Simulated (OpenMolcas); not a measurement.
Consider [Cu2(μ-OH)2(H2O)4]2+, a planar model complex in vacuum (2 bridging OH, bridge angle 106°, metal-metal distance 3.14 Å, Cu–OH 1.97 Å; typed geometry, not optimised).

```xyz
18

Cu    -1.5701     0.0000     0.0000
Cu     1.5701     0.0000     0.0000
O      0.0000     1.1832     0.0000
H      0.0000     2.1432     0.0000
O      0.0000    -1.1832     0.0000
H      0.0000    -2.1432     0.0000
O     -2.9560     1.3859     0.0000
H     -3.3688     1.7987     0.7747
H     -3.3688     1.7987    -0.7747
O     -2.9560    -1.3859     0.0000
H     -3.3688    -1.7987     0.7747
H     -3.3688    -1.7987    -0.7747
O      2.9560     1.3859     0.0000
H      3.3688     1.7987     0.7747
H      3.3688     1.7987    -0.7747
O      2.9560    -1.3859     0.0000
H      3.3688    -1.7987     0.7747
H      3.3688    -1.7987    -0.7747
```

Task: Give the energies of the total-spin states at CASSCF(2,2) on the singly occupied d orbitals (ANO-RCC-VDZP on Cu, O and ANO-RCC-VDZ on H, scalar-relativistic DKH2, RICD, no spin-orbit coupling, OpenMolcas), and the exchange constant.

Result: Local spins 1/2 and 1/2.

```json
[
 {"total S": "1", "E (cm⁻¹)": "84.1", "natural occupations, lowest and highest": "1.000, 1.000"},
 {"total S": "0", "E (cm⁻¹)": "0.0", "natural occupations, lowest and highest": "0.942, 1.058"}
]
```

J = -42.1 cm⁻¹ (antiferromagnetic).

J is defined by H = −2J S1·S2, so negative values are antiferromagnetic. Wave-function values come from the highest and lowest total spin; broken-symmetry values use Yamaguchi's formula with the computed ⟨S²⟩. The active space holds the singly occupied metal orbitals alone, without bridging-ligand orbitals. No row is a measured value.
